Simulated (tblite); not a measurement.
Species: C6H13As.
Z-matrix (Å and degrees, GFN2-xTB geometry), rows numbered from 1:
```
C 
C   1  1.4933
C   2  1.3244  1  124.69
C   3  1.4840  2  124.82  1   178.49
As  4  2.0032  3  111.11  2  -109.28
C   5  1.9717  4   96.08  3    69.73
C   5  1.9764  4   95.61  3   167.04
H   1  1.0904  2  110.42  3   119.86
H   1  1.0873  2  110.93  3    -0.82
H   1  1.0905  2  110.39  3  -121.42
H   2  1.0835  1  115.41  3  -179.46
H   3  1.0853  2  119.60  1     0.35
H   4  1.0943  3  110.12  2   131.82
H   4  1.0927  3  110.91  2    11.54
H   6  1.0888  5  109.90  4   -70.70
H   6  1.0891  5  110.72  4    49.37
H   6  1.0893  5  110.45  4   169.99
H   7  1.0893  5  110.34  4    71.44
H   7  1.0890  5  110.91  4   -49.18
H   7  1.0893  5  110.04  4  -169.52
```

Calculated harmonic vibrations of the isolated species, GFN2-xTB (tblite), most abundant isotopes, no scaling. Errors from tens to a few hundred cm⁻¹ against measured bands are possible. One conformer, not necessarily the lowest.

Harmonic wavenumbers (cm⁻¹): 37.9, 62.5, 109.1, 126.8, 146.6, 169.5, 180.8, 203.9, 234.8, 278.4, 293.3, 486.8, 569.9, 576.2, 585.7, 735.7, 751.6, 770.7, 803.1, 835.6, 853.2, 947.4, 997.9, 1033.9, 1051.9, 1121.2, 1152.0, 1168.6, 1285.9, 1294.1, 1304.6, 1315.7, 1405.8, 1439.3, 1453.9, 1460.6, 1463.4, 1469.5, 1481.8, 1491.0, 1731.5, 2917.5, 2936.3, 2979.3, 2983.8, 2987.0, 2987.4, 2991.9, 2994.2, 2999.5, 3003.8, 3016.7, 3035.0, 3047.0.

A = 3916, B = 826.3, C = 777.0 MHz; mass 160.023 u (most abundant isotopes); point group C1, symmetry number 1.

Task: Zero-point energy?

Result: ½Σν̃ = 36881 cm⁻¹ = 105.45 kcal/mol.

Task: What is S at 298.15 K and 1 bar for an ideal gas of classical rigid rotors and harmonic oscillators?

Result: Translation 41.15, rotation 29.24, vibration 34.65: S = 105.0 cal/(mol K).

Task: And Cp and H(298.15 K) − H(0)?

Result: Cp = 40.50 cal/(mol K), of which vibrations give 32.55 (their classical limit is 54 R = 107.3); H(298.15 K) − H(0) = 7.64 kcal/mol without the zero-point energy, 5.27 from vibrations.

Task: Blend soft modes into free rotors: weight 1/[1 + (100 cm⁻¹/ν̃)⁴] for the oscillator and the rest for a rotor with moment μB/(μ + B), μ = h/(8π²ν), B = 10⁻⁴⁴ kg m². What vibrational entropy results?

Result: 31.86 cal/(mol K) in place of 34.65, which changes −T·S at 298.15 K by +0.83 kcal/mol.

Task: Which modes carry the vibrational entropy at 298.15 K?

Result: 37.9 cm⁻¹: 5.37; 62.5 cm⁻¹: 4.38; 109.1 cm⁻¹: 3.28; 126.8 cm⁻¹: 2.99; 146.6 cm⁻¹: 2.72; 169.5 cm⁻¹: 2.44 cal/(mol K); the other 48 give 13.47 together.

Task: How do the functions run with temperature in this model?

Result: 
```tsv
T (K)	S (cal/(mol K))	Cp (cal/(mol K))	H − H(0) (kcal/mol)	G − H(0) (kcal/mol)	ln q(vib)
150	82.5	26.8	2.67	-9.70	3.89
250	98.3	35.9	5.80	-18.77	7.08
400	118.3	50.0	12.26	-35.05	11.50
600	141.6	65.1	23.84	-61.09	17.02
900	171.1	80.6	45.86	-108.13	24.62
```

q(vib) and H(0) count from the zero-point level.

Task: What must be added to the electronic energy to get the Gibbs energy at 298.15 K and 1 bar?

Result: ZPE + [H(298.15 K) − H(0)] − T·S = 105.45 + 7.64 − 31.32 = 81.77 kcal/mol.

Hindered rotation and anharmonicity are outside this model. Other conformers, if any are populated, would add a mixing term that is left out. The structure is chiral; the term R ln 2 for an equal mix with its mirror image is left out.
